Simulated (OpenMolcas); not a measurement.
Mo4+: moving or changing the point charges

Mo4+ among 6 point charges of -1 e arranged as a tetragonal octahedron (D4h), 2.24 Å from the ion, with the axial distance 2.643 Å.
```
   2.2400    0.0000    0.0000  -1.00
   0.0000    2.2400    0.0000  -1.00
  -2.2400    0.0000    0.0000  -1.00
   0.0000   -2.2400    0.0000  -1.00
   0.0000    0.0000    2.6432  -1.00
   0.0000    0.0000   -2.6432  -1.00
```

- Program: OpenMolcas 26.06
- Method: SS-CASPT2, IPEA 0.25 Eh, imaginary shift 0.1 Eh (closed shells correlated: 4s 4p)
- Basis: ANO-RCC-VTZP [7s6p4d2f1g]
- Scalar Hamiltonian: DKH2, point nucleus
- Active space: 2 electrons in 5 orbitals (4d)
- State averaging: 2S+1 = 3 even, 10 roots; 2S+1 = 1 even, 15 roots
- Spin-orbit coupling: state interaction with AMFI integrals over the reference wave functions

Runs around this geometry, states (labels of D4, the rotations of D4h). Energies in cm-1 above the lowest state or level, χT in cm3 K/mol.

```json
{"R (Å)": "2.24", "q (e)": "-1", "Axial / equatorial distance": "1.09", "Ground state": "3A2", "First state of that spin": "3E 330", "First gap with spin-orbit (degeneracies)": "380 (1, 2)", "χT at 300 K": "0.198", "First state of another spin": "1B2 9000"}
{"R (Å)": "2.24", "q (e)": "-0.5", "Axial / equatorial distance": "1.18", "Ground state": "3A2", "First state of that spin": "3E 250", "First gap with spin-orbit (degeneracies)": "390 (1, 2)", "χT at 300 K": "0.237", "First state of another spin": "1B2 8520"}
{"R (Å)": "2.03", "q (e)": "-1", "Axial / equatorial distance": "1.18", "Ground state": "3A2", "First state of that spin": "3E 1230", "First gap with spin-orbit (degeneracies)": "390 (1, 2)", "χT at 300 K": "0.207", "First state of another spin": "1B2 9070"}
{"R (Å)": "2.24", "q (e)": "-1", "Axial / equatorial distance": "1.18", "Ground state": "3A2", "First state of that spin": "3E 770", "First gap with spin-orbit (degeneracies)": "440 (1, 2)", "χT at 300 K": "0.191", "First state of another spin": "1B2 8750"}
{"R (Å)": "2.35", "q (e)": "-1", "Axial / equatorial distance": "1.18", "Ground state": "3A2", "First state of that spin": "3E 690", "First gap with spin-orbit (degeneracies)": "440 (1, 2)", "χT at 300 K": "0.200", "First state of another spin": "1B2 8650"}
```

Taking the first state of the same spin as R^-n, n = -ln(690 / 1230) / ln(2.35 / 2.03) = 3.9 between the shortest and longest distance.

Free-ion shares, where given, are those of the reference states; single-state CASPT2 does not remix them. Spin-orbit coupling mixes the spin-free states strongly: the lowest level takes only 59 % from its leading state, 3A2 (figures for R = 2.24, q = -1, ratio = 1.09; the like holds for R = 2.24, q = -0.5, ratio = 1.18, R = 2.24, q = -1, ratio = 1.18, R = 2.35, q = -1, ratio = 1.18). The ground term spreads over less than 5000 cm-1, several times less than with real ligands, so orbital moments are less quenched and χT lies further from the spin-only value than at real sites (holds for R = 2.24, q = -0.5, ratio = 1.18; R = 2.35, q = -1, ratio = 1.18). This is an electrostatic model: the charges have no orbitals. No measured value stands beside these numbers.
